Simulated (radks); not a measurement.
Co IV, configuration [Ar] 3d6. Calculated with a radial shooting solver on a logarithmic mesh with Libxc functionals: scalar-relativistic Kohn-Sham, SCAN, spin-polarised, spherical densities, finite nucleus; open shells are filled with parallel spins first; meta-GGA in the generalised Kohn-Sham scheme; Fermi nuclear charge, rms radius 3.7875 fm. Some entries of the table are withheld. Estimate them.

orbital  occ.  eigenvalue (Ry)  <r> (bohr)
1s down     1        -562.8038     0.05620
1s up       1        -562.8035     0.05620
2s up       1        -69.77019      0.2552
2s down     1        -69.53529      0.2546
2p up       3        -60.02478      0.2251
2p down     3        -59.85018      0.2245
3s up       1        -10.79706      0.7661
3s down     1        -10.33400      0.7707
3p up       3         -7.96242      0.8022
3p down     3         -7.50354      0.8098
3d up       5              (1)      0.9234
3d down     1              (2)      0.9628

Answer. 
(1) 3d up eigenvalue (Ry): -3.48816
(2) 3d down eigenvalue (Ry): -3.04196
